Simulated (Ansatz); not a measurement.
`C[SiH](F)N[SiH](O)O`. The species carries charge 0 and has multiplicity 1. Geometry: relaxed with PBE0-D4/def2-TZVP. It is one conformer, not always the lowest.

```xyz
15

C    -0.304   -1.927   -1.908
Si   -0.519   -1.234   -0.205
F    -2.077   -1.368    0.170
N    -0.022    0.404   -0.144
Si    0.566    1.304    1.189
O    -0.436    2.505    1.694
O     1.929    2.081    0.729
H     0.750   -1.929   -2.194
H    -0.857   -1.337   -2.644
H    -0.675   -2.953   -1.958
H     0.208   -1.983    0.844
H    -0.140    0.932   -0.999
H     0.793    0.325    2.276
H    -1.309    2.256    2.001
H     2.094    2.926    1.150
```

Task: What is the dipole moment at ωB97M-V/def2-TZVPP? (Estimate.)

Result: The calculation gave: 0.92 D, with components (-0.03, 0.61, -0.69) D in this frame, pointing from negative to positive charge.

Task: And with PBE, r2SCAN, B3LYP? (Best estimate.)

Result: Computed: PBE 0.98 D, r2SCAN 0.97 D, B3LYP 0.87 D.

Task: Give the Mulliken charges with ωB97M-V, r2SCAN, B3LYP in def2-TZVPP. (An estimate is asked.)

Result: Ansatz gave: 
| atom | ωB97M-V | r2SCAN | B3LYP |
| --- | --- | --- | --- |
| C1 | -0.46 | -0.32 | -0.40 |
| Si2 | 0.60 | 0.66 | 0.64 |
| F3 | -0.32 | -0.34 | -0.34 |
| N4 | -0.32 | -0.38 | -0.32 |
| Si5 | 0.59 | 0.66 | 0.63 |
| O6 | -0.38 | -0.41 | -0.39 |
| O7 | -0.39 | -0.42 | -0.40 |
| H8 | 0.13 | 0.08 | 0.11 |
| H9 | 0.12 | 0.07 | 0.10 |
| H10 | 0.12 | 0.08 | 0.10 |
| H11 | -0.06 | -0.10 | -0.11 |
| H12 | 0.10 | 0.13 | 0.12 |
| H13 | -0.07 | -0.12 | -0.12 |
| H14 | 0.18 | 0.20 | 0.19 |
| H15 | 0.18 | 0.20 | 0.19 |

B3LYP here is the variant with VWN-RPA as its local correlation; programs differ in this.
